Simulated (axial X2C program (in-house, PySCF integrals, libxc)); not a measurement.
Worked dissociation energy of TaH: CCSD, without spin–orbit coupling

Computed with an in-house relativistic program for diatomic molecules. Spin-free means the one-electron spin-free X2C Hamiltonian. Basis: Ta dyall-cv3z [13s14p9d7f4g], H dyall-v3z [6s2p1d] (cores contracted in-house); Gaussian nuclei, density fitting, unrestricted open shells. Masses: Ta 180.948 u, H 1.008 u.

Molecular state: M_S = 2, Λ = 2 (beyond evenly filled blocks: σα, π+α, π-α, δ+α).

Correlated methods: 14 electrons correlated (number of frozen shells: Ta 4 s, 3 p, 2 d, 1 f; H none), 248 virtual spin orbitals or spinors in MP2, 110 natural virtuals in coupled cluster.

* E(Ta) (2M_S = 3, M_L = 3): -15600.518378 hartree
* E(H) (2M_S = 1, M_L = 0): -0.500004 hartree
* E(TaH) at Re: -15601.105164 hartree
* ωe: 1768.8 cm⁻¹
* ωexe: 29.9 cm⁻¹

Question: Work out De and D0.

Answer: De = -15600.518378 + (-0.500004) − (-15601.105164) = 0.08678 hartree = 2.361 eV. The zero-point energy is ωe/2 − ωexe/4 = 877 cm⁻¹ = 0.109 eV, so D0 = 2.253 eV.

Occupations by symmetry block were frozen at the best pattern of an incomplete PBE0 search. Dissociation energies refer to the lowest single-determinant-based atoms at the same level and basis. CCSD ran in a truncated set of natural virtual spinors with an MP2 remainder; without triples it tends to underbind. Other states lie close and PBE0, whose exact exchange favours high spin, may order them wrongly; the determinant shown need not be the ground state. The nearest other spin-free determinant of the search, M_S = 2, Λ = 1, lies 0.03 eV up at the distance of the search. With spin–orbit coupling the lowest determinant has another configuration, so this spin-free state is a model.

Each atomic determinant is the lowest at this level and need not be a pure term. Totals compare only within one Hamiltonian and basis.
